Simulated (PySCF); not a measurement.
Compound: CH6F2Ge2.
Atom-mapped SMILES: `[F:1][GeH2:2][C@H:3]([F:4])[GeH3:5]` (hydrogens: H6, H7 on Ge2; H8 on C3; H9, H10, H11 on Ge5)

Computed, not measured: PBE0-D3(BJ)/def2-SVP geometry optimisation, gas phase in PySCF.

Give the optimised bond lengths and angles.

```json
{"bond": "F1–Ge2", "length (pm)": "175.1", "order": "single"}
{"bond": "Ge2–C3", "length (pm)": "196.4", "order": "single"}
{"bond": "C3–F4", "length (pm)": "139.2", "order": "single"}
{"bond": "C3–Ge5", "length (pm)": "198.0", "order": "single"}
{"bond": "Ge2–H6", "length (pm)": "153.7", "order": "single"}
{"bond": "Ge2–H7", "length (pm)": "153.5", "order": "single"}
{"bond": "C3–H8", "length (pm)": "110.4", "order": "single"}
{"bond": "Ge5–H9, Ge5–H10, Ge5–H11", "length (pm)": "153.7", "order": "single"}
```

Bonds in one row agree within 1 pm and their mean is given. Orders are formal, as drawn. A selection of angles:
```json
{"angle": "F1–Ge2–C3", "degrees": "104.4"}
{"angle": "F1–Ge2–H6", "degrees": "106.4"}
{"angle": "F1–Ge2–H7", "degrees": "107.2"}
{"angle": "C3–Ge2–H6", "degrees": "114.2"}
{"angle": "C3–Ge2–H7", "degrees": "110.5"}
{"angle": "H6–Ge2–H7", "degrees": "113.3"}
{"angle": "Ge2–C3–F4", "degrees": "106.9"}
{"angle": "Ge2–C3–Ge5", "degrees": "113.0"}
{"angle": "Ge2–C3–H8", "degrees": "110.0"}
{"angle": "F4–C3–Ge5", "degrees": "109.6"}
{"angle": "F4–C3–H8", "degrees": "108.4"}
{"angle": "Ge5–C3–H8", "degrees": "108.8"}
{"angle": "C3–Ge5–H9", "degrees": "109.5"}
{"angle": "C3–Ge5–H10", "degrees": "107.6"}
{"angle": "H9–Ge5–H10", "degrees": "110.5"}
{"angle": "H9–Ge5–H11", "degrees": "110.5"}
```

Torsions: F1–Ge2–C3–F4 162° (antiperiplanar).

Ge5 (germanium bonded to C and 3 H) is tetrahedral (angles from 107.6° to 110.5°). Ge2 (germanium bonded to C, F and 2 H) is distorted tetrahedral (angles from 104.4° to 114.2°).

Point group: C1 (no symmetry element, even within 0.4 Å). No PBE0-D3(BJ)/def2-SVP frequencies stand behind this structure, so it isn't proved a minimum. The numbers are those of one conformer.

Time: 2.0 min of wall time. Hardware: x86-64 server, one thread, no GPU (shared host). This is the geometry optimisation.
